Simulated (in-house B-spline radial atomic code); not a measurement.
PBE hybrid excitations of the tungsten ion W⁶⁺

Method: PBE hybrid with 0.2 exact exchange. Computed with an all-electron radial atomic-structure program (B-spline basis): linear response of the closed shell [Xe] 4f14 with the functional's adiabatic kernel; scalar-relativistic (spin-free one-electron X2C), finite nucleus, no spin-orbit coupling, no double excitations, S, P, D and F terms only; shells from n = 3 respond. Only terms of natural parity with L up to 3 were computed.

Spin-orbit coupling is strong here, so these LS terms don't match observed levels.

Command:
```bash
python run_td.py task.json out
```
Settings (radii: box in bohr, nucleus in fm):
```
Z                        74
electrons                68
configuration            [Xe] 4f14
hamiltonian              x2c
method                   pbeh
box_radius               14.35
exact_exchange_fraction  0.2
rms_radius               5.3658
intervals                69
```

Cost of the run: 7.9 s on 1 thread of Arm Neoverse N1, with other jobs on the host.

The lowest states, in the order of their Tamm-Dancoff energies; the method's threshold (minus the highest occupied level) is 112.82 eV. Labels give the largest channel, * marks a mixed state, and oscillator strengths are full-response dipole values. Semilocal kernels can invert the small singlet-triplet splittings of Rydberg terms. Energies in eV:

| state | full response | Tamm-Dancoff | oscillator strength |
| --- | --- | --- | --- |
| 4f → 5d 3P | 38.27 | 38.32 | - |
| 4f → 5d 3F | 38.97 | 39.00 | - |
| 4f → 5d 1F | 39.75 | 39.76 | - |
| 4f → 5d 1P | 40.81 | 40.99 | 0.0425 |
| 5p → 5d 3P | 43.29 | 43.36 | - |
| 5p → 5d 3F | 43.79 | 43.88 | - |
| 5p → 5d 1F | 46.19 | 46.23 | - |
| 4f → 6s 3F | ? | ? | - |
| 4f → 6s 1F | 51.43 | 51.43 | - |
| 5p → 5d 1P | 54.25 | 55.93 | 5.03 |
| 5p → 6s 3P | 56.60 | 56.61 | - |
| 5p → 6s 1P | 57.40 | 57.50 | 1.56 |
| 4f → 6p 3D | ? | ? | - |
| 4f → 6p 1D | 62.49 | 62.51 | - |
| 5p → 6p 3S | 66.84 | 66.85 | - |
| 5p → 6p 3D | 67.53 | 67.53 | - |

Question: Where does 4f → 6p 3D lie?

Answer: At 62.12 eV in full response, 62.12 eV in Tamm-Dancoff.

Question: Where does 4f → 6s 3F lie?

Answer: At 51.23 eV in full response, 51.24 eV in Tamm-Dancoff.

Question: How large is the singlet-triplet splitting of 4f → 5d (F terms) in Tamm-Dancoff?

Answer: 0.76 eV, from the unrounded values.

Question: What polarisabilities and dispersion coefficient does the method give?

Answer: Dipole 2.039 bohr³, quadrupole 2.576 bohr⁵, C6 7.715 hartree·bohr⁶ for two such species.
